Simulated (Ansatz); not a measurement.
System: RuF2 (charge 0, triplet). The spin state was set by rule; other spins were not relaxed. 
Coordinates optimised at B3LYP-D3(BJ)/def2-TZVP (Ansatz, a program for electronic structure):
SMILES: [F][Ru][F]
```xyz
3

Ru     0.0000     0.0000     0.0000
F      0.0000     0.0000     1.8653
F      0.0000     0.0000    -1.8653
```
Charge 0, spin multiplicity 3.

Basis-set convergence of Hartree-Fock and CCSD(T) correlation energies (hartree) with Ansatz. Valence correlation only, unless marked. Open shells are spin-unrestricted. Spin-orbit coupling is left out. Frozen are the shells of the preceding noble gas and the d and f shells that filled before the atom's block. In def2 rows, elements after Kr have scalar-relativistic effective core potentials. The program attaches cautions to a run behind CCSD(T)/def2-SVPD: other amplitudes. The program attaches cautions to a run behind CCSD(T)/def2-TZVPPD: other amplitudes.

The UHF reference is spin-contaminated (<S^2> 0.90 over the pure value in the largest basis). 

| basis | functions | E(HF) | E(corr, CCSD(T)) |
|---|---|---|---|
| def2-SVPD | 80 | -292.86799 | -0.58569 |
| def2-TZVPPD | 136 | ? | ? |

Task: Some entries are withheld; supply them.

Result: 
- def2-TZVPPD, E(HF): -293.13564
- def2-TZVPPD, E(corr, CCSD(T)): -0.75646
